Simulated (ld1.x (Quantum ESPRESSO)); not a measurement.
tantalum: excitation energies, all-electron against TM

ld1.x (Quantum ESPRESSO) 7.5 input, shortened:

```
&input
   title='Ta', zed=73., rel=1, dft='PBE', iswitch=3,
   config='[Xe] 4f14 5d3 6s2 6p0'
 /
 &inputp
   pseudotype=2, tm=.true., lloc=1,
   nlcc=.false.
 /
3
5S  1  0   2.00   0.00  1.40  1.40  0.0
5D  3  2   3.00   0.00  2.65  2.65  0.0
5P  2  1   6.00   0.00  2.15  2.15  0.0
 &test
   configts(1)='5s2 5p6 5d3 6s2 6p0'
 /
```

Occupied shells without a wave of their own: 6s. They enter only through the test configuration that unscreens the potential.

Energies are relative to the spin-unpolarised reference configuration 5s2 5p6 5d3 6s2 6p0; without spin polarisation the order of configurations can differ from experiment.

```
valence configuration  charge  ΔE all-electron (eV)  error AE − PS (meV)
  5s2 5p6 5d3 6s1 6p0      +1                 8.467                  +20
  5s2 5p6 5d3 6s0 6p0      +2                23.439                  +77
  5s2 5p6 5d2 6s0 6p0      +3                47.043                 +136
  5s2 5p6 5d3 6s0 6p1      +1                13.546                 +317
  5s2 5p6 5d3 6s1 6p1       0                 4.178                 +178
  5s2 5p6 5d4 6s0 6p0      +1                 9.901                  +35
  5s2 5p5 5d3 6s2 6p0      +1                44.980                 -220
```

Levels in the configuration 5s2 5p6 5d3 6s0 6p0:

```json
{"level": "5s", "all-electron (eV)": "-88.553", "pseudo (eV)": "-88.479"}
{"level": "5p", "all-electron (eV)": "-54.954", "pseudo (eV)": "-54.888"}
{"level": "5d", "all-electron (eV)": "-18.312", "pseudo (eV)": "-18.261"}
```

The 6s level has no wave, so the channel is fitted at the deeper level alone: the likely source of the large errors.

Note: ghost state, extra bound levels that the all-electron valence spectrum of the same l lacks: s at -470.7 eV. A true bound ghost makes a file unfit for plane-wave use.
